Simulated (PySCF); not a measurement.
**Field gradients at the hydrogen positions**

Compound: C5H6FN.
Structure used (GFN2-xTB), in Å, numbered top down from 1:
```
atom  x, y, z in Å
C1    -2.915    0.000    0.230
C2    -1.708   -0.558    0.174
C3    -0.498    0.218    0.107
N4     0.637   -0.369    0.059
C5     1.809    0.297   -0.007
C6     2.994   -0.305   -0.060
F7     1.766    1.669   -0.022
H8    -3.040    1.071    0.226
H9    -3.814   -0.588    0.281
H10   -1.578   -1.630    0.178
H11   -0.607    1.307    0.099
H12    3.046   -1.376   -0.048
H13    3.904    0.263   -0.113
```

Level: B3LYP/pcJ-1 (PySCF, non-relativistic); Q(2H) = 0.00286 b; rigid geometry, the same for H and D, with no vibrational averaging.

Question: Rank these positions by the coupling χzz of a deuteron there, largest first.
A. H12 (vinylic hydrogen)
B. H9 (vinylic hydrogen)
C. H11 (hydrogen on a C=N carbon)
D. H10 (vinylic hydrogen)

Answer: A (224 kHz), B (218 kHz), D (210 kHz), C (188 kHz).

Question: Give the electric field gradient Vzz (the principal value of largest size), its asymmetry and the 2H coupling at each hydrogen.

Answer: 
```tsv
atom	bonded to	bond length (Å)	Vzz (au)	η	χzz (kHz)
H8	C1	1.078	0.3203	0.06	215
H9	C1	1.076	0.3248	0.05	218
H10	C2	1.080	0.3118	0.05	210
H11	C3	1.095	0.2801	0.07	188
H12	C6	1.072	0.3327	0.07	224
H13	C6	1.074	0.3304	0.07	222
```

Question: How does χzz go with the bond length over the 6 C–H bonds?

Answer: A straight-line fit has a slope of -15.7 kHz for each 0.01 Å, with a correlation coefficient of -1.00, over lengths from 1.072 to 1.095 Å. The longer bonds have the smaller couplings here.

Question: Give the 2H NMR doublet splittings at H8 for a magnetic field along the z, y and x axes of the gradient: 3χ/2, 3χ(1 + η)/4, 3χ(1 − η)/4.

Answer: With |χ| = 215.2 kHz and η = 0.057: 323, 171 and 152 kHz, to first order and without motion.

Geometry: GFN2-xTB, one conformer, isolated molecule. GFN2-xTB bond lengths can be off by several hundredths of an ångström, more for odd bonds, and the gradients follow them. These gradients aren't converged with respect to the basis.
